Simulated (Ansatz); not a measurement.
AlClFHSe (`[F][Al]([Cl])[SeH]`), relaxed with RKS PBE-D4/def2-SVP in the Gaussian-basis code of Ansatz from a rough embedded geometry. The force threshold is 0.03 eV/Å; the program also tests the step.

Total charge 0; spin multiplicity 1.

Start:

```xyz
5

F    -0.429   -0.841   -2.017
Al   -0.277    0.178   -0.551
Cl   -1.939    1.502   -0.047
Se    1.640    0.171    0.888
H     1.005   -1.012    1.728
```

| step | energy (eV) | largest force (eV/Å) | largest move (Å) |
| --- | --- | --- | --- |
| 1 | -87169.6040 | 1.723 | 0.000 |
| 2 | -87169.9054 | 1.062 | 0.152 |
| 3 | -87169.9585 | 0.236 | 0.066 |
| 4 | -87169.9616 | 0.050 | 0.012 |
| 5 | -87169.9620 | 0.018 | 0.006 |
| 6 | -87169.9626 | 0.052 | 0.020 |
| 7 (rejected) | -87169.9537 | 0.716 | 0.195 |
| 8 | -87169.9644 | 0.033 | 0.030 |
| 9 | -87169.9707 | 0.252 | 0.100 |
| 10 | -87169.9814 | 0.243 | 0.078 |
| 11 | -87170.0067 | 0.552 | 0.196 |
| 12 | -87170.0469 | 0.856 | 0.194 |
| 13 | -87170.1344 | 0.212 | 0.200 |
| 14 | -87170.1507 | 0.141 | 0.081 |
| 15 (rejected) | -87170.1506 | 0.783 | 0.196 |
| 16 | -87170.1651 | 0.085 | 0.098 |
| 17 | -87170.1695 | 0.068 | 0.100 |
| 18 | -87170.1696 | 0.032 | 0.009 |
| 19 | -87170.1697 | 0.003 | 0.004 |

End:

```xyz
5

F    -0.508   -1.032   -1.435
Al   -0.441    0.210   -0.317
Cl   -1.793    1.804   -0.491
Se    1.115    0.158    1.379
H     1.628   -1.140    0.864
```

It took 32 s on 2 threads of a server CPU on a shared host, with 0.14 GiB of host memory at the peak.
